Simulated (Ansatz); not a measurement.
Consider the redistribution: `F[SiH2]S[SiH](F)F` + `[AlH2][O]C[SiH3]` → `F[SiH](F)C[O][AlH2]` + `F[SiH2]S[SiH3]`.

Calculated with Ansatz (gas phase, PBE0-D4/def2-TZVP geometries, no zero-point term in ΔE). CCSD(T)/CBS adds triple-zeta CCSD(T) − MP2 to the extrapolated MP2 energy (def2 sets, frozen cores). This one scheme is used for every species. Functionals use def2-TZVPP. Each species was taken in one conformer, which may not be the lowest.

```
             level  ΔE (kcal/mol)
            PBE-D4           -0.1
           ωB97X-V           -0.6
               PBE           -0.4
              PBE0           -0.8
     HF/def2-TZVPP           -1.7
SCS-MP2/def2-TZVPP           -0.9
   CCSD/def2-TZVPP           -1.0
     MP2/CBS(def2)           -0.7
```

**Question.** What does CCSD(T)/CBS give? (An estimate is asked.)

**Answer.** Ansatz gave: -0.7 kcal/mol. The listed levels differ from it by 0.6, 0.1, 0.3, -0.1, -1.0, -0.2, -0.3, 0.0 kcal/mol.

Largest T1 diagnostic among the species: 0.013.

In def2-TZVPP, CCSD(T) changes the Hartree–Fock value by +0.9 kcal/mol (the triples alone add +0.2 kcal/mol) and MP2 by +0.9 kcal/mol.

CCSD(T)/CBS has its own doubt, a few kJ/mol and more with outer-core shells, so smaller differences from it don't rank the levels.
